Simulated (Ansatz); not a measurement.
`C[SiH2][TeH]` + `BNC` → `BN(C)[SiH2]C` + H₂Te at 400 K and 1 bar (ligand exchange at the Si–Te bond).

Isolated molecules relaxed with PBE0-D4/def2-TZVP in Ansatz; ΔE leaves out vibrations. CCSD(T)/CBS is the MP2 limit (def2-TZVPP, def2-QZVPP) plus CCSD(T) − MP2 in def2-TZVPP, frozen cores. Elements past krypton have def2 core potentials. For Te outer-core shells are correlated without core-valence functions, which leaves a few kJ/mol of doubt a bond. One conformer a species, not always the lowest.

```
       species  CCSD(T)/CBS energy (Eh)  H − E (kJ/mol)  S (J/(mol·K))
`C[SiH2][TeH]`               -598.49179           188.2          365.0
         `BNC`               -121.18426           222.8          289.6
`BN(C)[SiH2]C`               -450.75646           354.4          402.4
          H₂Te               -268.91024            45.0          239.1
```

H − E and S are ideal-gas, rigid-rotor, harmonic terms from PBE0-D4/def2-TZVP, for one conformer and one mirror image of each species. 1 Eh = 2625.50 kJ/mol, R = 8.31446 J/(mol·K).

Task: By hand: ΔE, ΔH, ΔS and ΔG.

Result: ΔE = (-450.75646) + (-268.91024) − (-598.49179) − (-121.18426) = 0.00935 Eh = 24.5 kJ/mol. Δ(H − E) = 354.4 + 45.0 − 188.2 − 222.8 = -11.6, so ΔH = 12.9 kJ/mol. ΔS = 402.4 + 239.1 − 365.0 − 289.6 = -13.1 J/(mol·K). ΔG = 12.9 − 400 × (-13.1)/1000 = 18.1 kJ/mol.

Task: By hand: the equilibrium constant, and the temperature at which ΔG would vanish if ΔH and ΔS stayed fixed.

Result: log₁₀ K = −ΔG/(RT ln 10) = -2.4. ΔH and −TΔS have one sign here, so there is no such temperature.

TΔS isn't small against ΔH here. A doubt of 5 kJ/mol in ΔE shifts log₁₀ K by 0.7 here. Other conformers and mirror images would add mixing entropy, several J/(mol·K) or more a flexible species. Modes under 60 cm⁻¹, often nearly free rotors, make the harmonic entropy too high. These are equilibria of isolated gas molecules and say nothing of rates. Largest T1 diagnostic: 0.012 (customary marks: 0.02 for closed shells, 0.045 for open ones).
